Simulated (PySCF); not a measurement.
Numbering as in the mapped SMILES `[CH3:1][CH2:2][c:3]1[cH:4][cH:5][cH:6][cH:7][cH:8]1`. Each H is labelled by its parent atom.

Computational details: J: B3LYP/pcJ-1 (without the spin–dipole term), PBE0-D3(BJ)/def2-SVP structure, GIAO PBE0/pcSseg-1 shieldings, in PySCF 2.14 (non-relativistic, isolated molecule, a single conformation, one averaged value for each set of equivalent atoms).

Task: Predict the 2D correlation tables (HSQC, COSY, HMBC).

Result: 

HSQC (one-bond C–H):
```
                δH             δC  $^{1}J$(C,H) (Hz)
7.42 (H(C5)/H(C7))  134.1 (C5/C7)                166
      7.31 (H(C6))     131.3 (C6)                167
7.30 (H(C4)/H(C8))  134.0 (C4/C8)                163
      2.47 (H(C2))      33.5 (C2)                132
      1.14 (H(C1))      21.3 (C1)                134
```

COSY cross peaks (|J| ≥ 2 Hz):
```
                δH                  δH  abs. J (Hz)  bonds
7.42 (H(C5)/H(C7))        7.31 (H(C6))          8.3      3
7.42 (H(C5)/H(C7))  7.30 (H(C4)/H(C8))          8.5      3
      2.47 (H(C2))        1.14 (H(C1))          8.6      3
```

HMBC (two and three bonds, |J| ≥ 2.5 Hz):
```
                δH                                       δC [abs. J in Hz]
7.42 (H(C5)/H(C7))                   150.5 (C3) [7.7], 134.1 (C5/C7) [8.3]
      7.31 (H(C6))                                     134.0 (C4/C8) [8.2]
7.30 (H(C4)/H(C8))  134.0 (C4/C8) [6.9], 131.3 (C6) [7.9], 33.5 (C2) [4.9]
      2.47 (H(C2))  150.5 (C3) [5.0], 134.0 (C4/C8) [6.2], 21.3 (C1) [4.2]
      1.14 (H(C1))                       150.5 (C3) [5.2], 33.5 (C2) [3.4]
```

Chemical shifts δ = σref − σ; $^{1}$H (σ = 31.27 ppm), $^{13}$C (σ = 184.41 ppm) against TMS, all at this level.

Short H···H contacts in this conformer between protons four or more bonds apart (candidates for NOE cross peaks, intensity ∝ r⁻⁶): H(C2)···H(C8) 2.47 Å.

Unscaled 3J(H,H) at this level run about 10 % above measured values. Shifts are as computed. Against solution values, carbons near 30 ppm lie about +2 ppm off and those near 130 ppm about +5 ppm. Of 1211 compounds with measured shifts, 218 miss one by over three times the rms of a fit or turn the order of signals round; such compounds aren't used in these exercises.
